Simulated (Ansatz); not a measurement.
Reaction (formal exchange of groups at the Se–B bond): `FB(F)[SeH]` + `O=CC[SiH3]` → `O=CC([SiH3])[SeH]` + `FBF`

Isolated molecules relaxed with PBE0-D4/def2-TZVP in Ansatz; ΔE leaves out vibrations. CCSD(T)/CBS adds triple-zeta CCSD(T) − MP2 to the extrapolated MP2 energy (def2 sets, frozen cores). This one scheme is used for every species. DFT in def2-TZVPP. For Se outer-core shells are correlated without core-valence functions, which leaves a few kJ/mol of doubt a bond. Scalar relativity is left out up to krypton. One conformer a species, not always the lowest.

`FB(F)[SeH]`:

Cartesian coordinates in Å:
```
F 0.790 0.246 -1.652
B 0.032 0.126 -0.581
F -1.258 0.359 -0.697
Se 0.854 -0.386 1.101
H -0.419 -0.345 1.829
```

`O=CC[SiH3]`:

Cartesian coordinates in Å:
```
O -0.341 0.455 -1.968
C -0.124 -0.589 -1.413
C 0.104 -0.720 0.060
Si 0.014 0.937 0.963
H -0.084 -1.533 -1.999
H -0.630 -1.430 0.462
H 1.075 -1.205 0.219
H -1.329 1.545 0.805
H 0.255 0.678 2.408
H 1.061 1.860 0.464
```

`O=CC([SiH3])[SeH]`:

Z-matrix (Å, degrees):
```
C
C 1 1.488
Se 1 1.956 2 114.0
Si 1 1.902 2 109.7 3 -120.0
H 1 1.094 2 108.6 3 122.4
O 2 1.201 1 126.1 3 16.0
H 2 1.110 1 113.3 3 -166.2
H 3 1.471 1 91.5 2 -14.5
H 4 1.490 1 110.1 2 -58.9
H 4 1.482 1 107.8 2 -177.9
H 4 1.481 1 108.5 2 61.4
```

`FBF`:

Z-matrix (Å, degrees):
```
B
F 1 1.313
F 1 1.313 2 118.1
H 1 1.191 2 121.0 3 180.0
```

CCSD(T)/CBS gives +0.92 eV.

Q: Another level gave +1.11 eV. Which?
A. PBE/def2-TZVPP
B. MP2/def2-TZVPP
C. PBE0/def2-TZVPP
D. HF/def2-TZVPP

A: D. HF/def2-TZVPP 1.11, PBE0 1.01, PBE 0.97, MP2/def2-TZVPP 0.87 eV.

Largest T1 diagnostic among the species: 0.014.

In def2-TZVPP, CCSD(T) changes the Hartree–Fock value by −0.18 eV (the triples alone add −0.04 eV) and MP2 by −0.24 eV. From PBE to PBE0 (25 % exact exchange), in def2-TZVPP and without D4, ΔE moves by +0.04 eV. The D4 term adds −0.09 eV with B3LYP and −0.05 eV with PBE0; it sums over pairs of atoms, weighted by their polarisabilities, and B3LYP, whose exchange is more repulsive, gets the larger term.

B3LYP here is the variant with VWN-RPA as its local correlation; programs differ in this.
